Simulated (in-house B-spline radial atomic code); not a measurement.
Radial electron density of Rb⁺, [Ar] 3d10 4s2 4p6. Computed with a radial B-spline atomic code at the basis-set limit: scalar-relativistic (X2C) CAM-B3LYP, spin-polarised, spherical fractional occupations, exact exchange averaged over the configuration, Fermi nucleus of rms radius 4.2036 fm.

One-electron X2C: radii and densities carry no picture-change correction, so inner-shell <1/r> comes out high (for 1s by about 2 % at Z = 33, 5 % at 54, 10 % at 75, 30 % at 118) and <r> low.

Columns: r (bohr), 4πr²n(r) (electrons per bohr), bar.

```
 0.00146    1.367 #
 0.00178     1.91 ##
 0.00216    2.636 ##
 0.00264    3.662 ###
 0.00322    5.034 ####
 0.00392    6.842 ######
 0.00478    9.226 #######
 0.00583    12.29 ##########
 0.00711     16.1 #############
 0.00867     20.7 #################
  0.0106    26.05 #####################
  0.0129     31.7 ##########################
  0.0157    37.29 ##############################
  0.0192    42.21 ##################################
  0.0234     45.4 #####################################
  0.0285    46.28 #####################################
  0.0347    44.73 ####################################
  0.0423    41.56 #################################
  0.0516    38.67 ###############################
  0.0629    38.45 ###############################
  0.0767     42.3 ##################################
  0.0935    49.05 #######################################
   0.114     54.7 ############################################
   0.139    54.58 ############################################
   0.169     47.5 ######################################
   0.207    37.26 ##############################
   0.252     31.7 #########################
   0.307    33.61 ###########################
   0.374    38.43 ###############################
   0.457    38.27 ###############################
   0.557    30.34 ########################
   0.679    19.16 ###############
   0.827    10.86 #########
    1.01    7.404 ######
    1.23    6.735 #####
     1.5    6.018 #####
    1.83    4.354 ####
    2.23    2.439 ##
    2.72    1.035 #
    3.31   0.3305 
    4.04   0.0732 
    4.92  0.01072 
       6 0.0009161
```

On this grid the curve has 3 maxima, near 0.0285, 0.114, 0.374 bohr.

The 4p down radial function P(r) = rR(r), positive near the nucleus:

```json
{"r (bohr)": "0.00216", "P": "0.001123"}
{"r (bohr)": "0.00322", "P": "0.002288"}
{"r (bohr)": "0.00478", "P": "0.004634"}
{"r (bohr)": "0.00711", "P": "0.009374"}
{"r (bohr)": "0.0106", "P": "0.01878"}
{"r (bohr)": "0.0157", "P": "0.0363"}
{"r (bohr)": "0.0234", "P": "0.06799"}
{"r (bohr)": "0.0347", "P": "0.1183"}
{"r (bohr)": "0.0516", "P": "0.1858"}
{"r (bohr)": "0.0767", "P": "0.2448"}
{"r (bohr)": "0.114", "P": "0.2314"}
{"r (bohr)": "0.169", "P": "0.06918"}
{"r (bohr)": "0.252", "P": "-0.225"}
{"r (bohr)": "0.374", "P": "-0.4054"}
{"r (bohr)": "0.557", "P": "-0.1796"}
{"r (bohr)": "0.827", "P": "0.3811"}
{"r (bohr)": "1.23", "P": "0.8092"}
{"r (bohr)": "1.83", "P": "0.7497"}
{"r (bohr)": "2.72", "P": "0.3891"}
{"r (bohr)": "4.04", "P": "0.1078"}
{"r (bohr)": "6", "P": "0.01228"}
```
